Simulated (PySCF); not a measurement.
Ta(NMe)Me3, C4H12NTa (singlet state).
Bonds: Ta1–N2, Ta1–C7, Ta1–C11, Ta1–C15, N2–C3. Hydrogens: H4, H5, H6 on C3; H8, H9, H10 on C7; H12, H13, H14 on C11; H16, H17, H18 on C15.

The calculation used PySCF, PBE0-D3(BJ)/def2-SVP geometry optimisation, gas phase, def2 core potentials past Kr.

Problem. List the bond lengths and angles at this level.

Solution. 
```json
{"bond": "Ta1–N2", "length (pm)": "176.5"}
{"bond": "Ta1–C7, Ta1–C11, Ta1–C15", "length (pm)": "216.4"}
{"bond": "N2–C3", "length (pm)": "141.6"}
{"bond": "C3–H4, C3–H5, C3–H6", "length (pm)": "110.5"}
{"bond": "C7–H8 and 8 like bonds", "length (pm)": "110.6"}
```

Bonds in one row agree within 1 pm and their mean is given. A selection of angles:
```json
{"angle": "N2–Ta1–C7", "degrees": "106.1"}
{"angle": "C7–Ta1–C11", "degrees": "112.6"}
{"angle": "C7–Ta1–C15", "degrees": "112.4"}
{"angle": "Ta1–N2–C3", "degrees": "179.9"}
{"angle": "N2–C3–H4", "degrees": "111.5"}
{"angle": "H4–C3–H5", "degrees": "107.4"}
{"angle": "Ta1–C7–H8", "degrees": "109.9"}
{"angle": "Ta1–C7–H9", "degrees": "113.3"}
{"angle": "Ta1–C7–H10", "degrees": "110.8"}
{"angle": "H8–C7–H9", "degrees": "108.0"}
```

All 3 C–Ta bonds measure 2.164 to 2.165 Å. Ta1 (tantalum bonded to 3 C and N) is tetrahedral (angles from 106.1° to 112.8°).

Point group: C3 (every atom within 0.08 Å of its image). No frequency check.
